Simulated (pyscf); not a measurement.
## Li–NH₂, singlet

Gas-phase minimum from PySCF at ωB97X-D3(BJ)/def2-SVP, one conformer. 

```xyz
4

Li     0.5758     2.0283     0.1065
N      0.2757     0.3736    -0.2495
H      0.6195    -0.4514     0.2463
H     -0.2835    -0.0236    -1.0071
```
Charge 0, spin multiplicity 1.

Bonded distances (Å): Li1–N2 1.719, N2–H3 1.022, N2–H4 1.022. Bond angles (°): Li1–N2–H3 128.2, Li1–N2–H4 128.5, H3–N2–H4 103.3.

Properties at ωB97X-D3(BJ)/def2-SVP:

Harmonic wavenumbers, unscaled: 385, 465, 884, 1559, 3530, 3591 cm⁻¹
Zero-point energy: 14.9 kcal/mol
Rotational symmetry number: 2
Entropy of this conformer at 298 K and 1 atm, rigid rotor and harmonic oscillator, modes under 100 cm⁻¹ raised to 100: 223.3 J/(mol K)
Dipole moment: 4.20 D

Single-point totals, which compare only within one level (frozen core for MP2 and CC):

| level | total energy (hartree) |
|---|---|
| ωB97X-D3(BJ)/def2-TZVP | -63.52461 |
| PBE/def2-TZVP | -63.40476 |
| r²SCAN/def2-TZVP | -63.45822 |
| B3LYP-D3(BJ)/def2-TZVP | -63.51212 |
| PBE0-D3(BJ)/def2-TZVP | -63.41097 |
| M06-2X/def2-TZVP | -63.47143 |
| ωB97M-D3(BJ)/def2-TZVP | -63.51550 |
| HF/def2-TZVPP | -63.07914 |
| MP2/def2-TZVPP | -63.35350 |
| CCSD/def2-TZVPP | -63.36541 |
| CCSD(T)/def2-TZVPP | -63.37456 |

The CCSD(T) − MP2 part came from Ansatz, without density fitting, on the same reference. The frozen core leaves the outer d or s,p core shells of the metals and heavy elements correlated in the MP2 and CC values, and def2-TZVPP describes them poorly, so these totals are far from the basis limit.
